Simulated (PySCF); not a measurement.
(E)-1-chloro-1-fluoroprop-1-ene (C₃H₄ClF), SMILES C/C=C(\F)Cl. Atoms are numbered in the order given.

```xyz
9

C      0.2671     2.3993     0.0000
C      0.7048     0.9662     0.0000
C     -0.1345    -0.0695     0.0000
F     -1.4598     0.0697     0.0000
Cl     0.3445    -1.7344     0.0000
H      0.6564     2.9294     0.8859
H     -0.8279     2.4877     0.0000
H      0.6564     2.9294    -0.8859
H      1.7717     0.7346     0.0000
```
Charge 0, spin multiplicity 1.

Geometry optimised at B3LYP-D3(BJ)/def2-SVP.

All values below come from ωB97X/def2-TZVP run with PySCF.

Symmetry labels are those of the subgroup Cs that the program uses (full group Cs).

### Question
List the valence orbital energies around the gap with their symmetry. (The exact figures need the calculation; the answer reports its results.)

### Answer

```json
[
 {"orbital": "HOMO−7", "symmetry": "A'", "energy (eV)": "-16.59"},
 {"orbital": "HOMO−6", "symmetry": "A'", "energy (eV)": "-14.64"},
 {"orbital": "HOMO−5", "symmetry": "A\"", "energy (eV)": "-14.48"},
 {"orbital": "HOMO−4", "symmetry": "A'", "energy (eV)": "-13.57"},
 {"orbital": "HOMO−3", "symmetry": "A'", "energy (eV)": "-13.32"},
 {"orbital": "HOMO−2", "symmetry": "A\"", "energy (eV)": "-12.72"},
 {"orbital": "HOMO−1", "symmetry": "A'", "energy (eV)": "-11.94"},
 {"orbital": "HOMO", "symmetry": "A\"", "energy (eV)": "-9.52"},
 {"orbital": "LUMO", "symmetry": "A\"", "energy (eV)": "2.40"},
 {"orbital": "LUMO+1", "symmetry": "A'", "energy (eV)": "3.16"},
 {"orbital": "LUMO+2", "symmetry": "A'", "energy (eV)": "3.44"},
 {"orbital": "LUMO+3", "symmetry": "A'", "energy (eV)": "4.53"}
]
```
